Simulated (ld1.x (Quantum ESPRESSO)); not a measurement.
**u(r) = r·R(r): atom against pseudo-atom (H)**

Columns: radius, all-electron u(r) and pseudo u(r) of the 1s shell (level -6.49 eV) of hydrogen in the configuration 1s1; PBE, scalar-relativistic, PAW scheme, ld1.x (Quantum ESPRESSO) 7.5.

```
r (bohr)  all-electron  pseudo
   0.057        0.1033  0.0810
   0.115        0.1965  0.1618
   0.172        0.2773  0.2382
   0.230        0.3495  0.3115
   0.288        0.4125  0.3792
   0.345        0.4663  0.4395
   0.402        0.5128  0.4929
   0.460        0.5533  0.5399
   0.518        0.5877  0.5797
   0.575        0.6160  0.6121
   0.632        0.6395  0.6382
   0.690        0.6589  0.6590
   0.747        0.6740  0.6746
   0.805        0.6858  0.6864
   0.862        0.6942  0.6945
   0.920        0.6999  0.6999
   0.977        0.7029  0.7029
   1.035        0.7037  0.7037
   1.092        0.7024  0.7024
   1.150        0.6993  0.6993
   1.208        0.6946  0.6946
   1.265        0.6886  0.6886
   1.322        0.6814  0.6814
   1.380        0.6730  0.6730
   1.438        0.6637  0.6637
   1.495        0.6537  0.6537
```

(1) How many radial nodes do the two functions have?

(2) At about which radius was the pseudo-wave matched?

(3) Is the pseudo-wave norm-conserving?

Results:

(1) The all-electron 1s function has n − l − 1 = 0; the pseudo-wave has 0.

(2) 1.00 bohr. The columns agree to 0.0005 from 0.86 bohr on; several derivatives are matched, so the curves merge somewhat inside the radius.

(3) No, it belongs to a PAW set: the norm inside the radius is not constrained, and the difference is carried by the augmentation charge.
